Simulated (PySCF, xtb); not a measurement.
In(H)2(OMe) (CH5InO), SMILES [O]([InH2])C.

Harmonic wavenumbers (cm⁻¹) from GFN2-xTB in xtb at its own minimum, in rising order: 92, 116, 198, 337, 385, 404, 537, 1048, 1130, 1132, 1410, 1471, 1472, 1482, 1624, 2808, 2903, 2914.

What does B3LYP-D3(BJ)/def2-SVP (PySCF) give at its own minimum? (The exact figures need the calculation; the answer reports its results.)

97, 186, 197, 411, 514, 521, 562, 1129, 1174, 1193, 1464, 1475, 1478, 1780, 1828, 2936, 2999, 3015. Paired by order, the mean absolute difference is 83 cm⁻¹ and the zero-point energies are 30.7 and 32.8 kcal/mol.
